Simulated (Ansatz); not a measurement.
Two isomers of C2H9NOSi: A = `C[Si](C)(N)O`, B = `CO[SiH2]CN`.

Calculated with Ansatz (gas phase, PBE0-D4/def2-TZVP geometries, no zero-point term in ΔE). CCSD(T)/CBS is the MP2 limit (def2-TZVPP, def2-QZVPP) plus CCSD(T) − MP2 in def2-TZVPP, frozen cores. DFT in def2-TZVPP. B3LYP here is the variant with VWN-RPA as its local correlation; programs differ in this. Each species was taken in one conformer, which may not be the lowest.

**Question.** Which isomer does CCSD(T)/CBS put lower? Give the gap. (An estimate is asked.)

**Answer.** Computed: A, by 269.8 kJ/mol.

**Question.** Give E(B) − E(A) in kJ/mol with ωB97M-V, CCSD(T)/def2-TZVPP, CCSD/def2-TZVPP, PBE-D4, HF/def2-TZVPP, B3LYP-D4, r2SCAN-D4. (Best estimate.)

**Answer.** Computed: ωB97M-V 267.3, CCSD(T)/def2-TZVPP 263.6, CCSD/def2-TZVPP 263.1, PBE-D4 255.7, HF/def2-TZVPP 250.6, B3LYP-D4 257.0, r2SCAN-D4 271.7. None reverses the order clearly.

Largest T1 diagnostic: 0.010.

From PBE to PBE0 (25 % exact exchange), in def2-TZVPP and without D4, E(B) − E(A) moves by +6.4 kJ/mol. In def2-TZVPP, CCSD(T) changes the Hartree–Fock value by +13.0 kJ/mol (the triples alone add +0.5 kJ/mol) and MP2 by +25.6 kJ/mol.
